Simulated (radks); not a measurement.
Results of a calculation; reference values are marked as such.
The gallium ion Ga2+, configuration [Ar] 3d10 4s1. Code: a radial shooting solver on a logarithmic mesh with Libxc functionals. Model: Dirac Kohn-Sham, LDA (Slater exchange, Perdew-Wang correlation), spin-unpolarised, spherical densities, finite nucleus; Fermi nuclear charge, rms radius 3.9973 fm.

Radial electron density D(r) = 4 pi r^2 rho(r):

r (bohr)  D(r) (e/bohr)
0.001614         0.7142
0.001849         0.9175
0.002102          1.159
0.002408          1.482
0.002737          1.864
0.003135          2.370
0.003563          2.961
0.004083          3.738
0.00464           4.633
0.005316          5.792
0.006042          7.105
0.006922          8.770
0.007868          10.61
0.009014          12.89
0.01033           15.49
0.01174           18.22
0.01345           21.38
0.01528           24.51
0.01751           27.88
0.0199            30.93
0.0228            33.83
0.02591           36.01
0.02969           37.54
0.03374           38.07
0.03866           37.62
0.04394           36.34
0.05034           34.39
0.05767           32.35
0.06555           30.95
0.07509           30.61
0.08535           31.74
0.09778           34.44
0.1111            37.88
0.1273            41.44
0.1447            43.53
0.1658            43.35
0.1884            40.53
0.2159            35.24
0.2473            29.08
0.2811            24.19
0.3221            21.42
0.366             21.46
0.4194            23.45
0.4766            25.63
0.5461            26.61
0.6206            25.43
0.711             22.07
0.8081            17.72
0.9259            12.92
1.052             8.998
1.206             5.840
1.381             3.710
1.57              2.431
1.799             1.574
2.044             1.045
2.342            0.6549
2.662            0.3939
3.05             0.2055
3.466           0.09730
3.971           0.03690
4.513           0.01222
5.171          0.002986
5.877         0.0006164

D(r) has 3 maxima, at r = 0.0340, 0.154, 0.542 bohr, and minima at 0.0727, 0.343 bohr, inside which lie 2.11, 10.97 electrons.
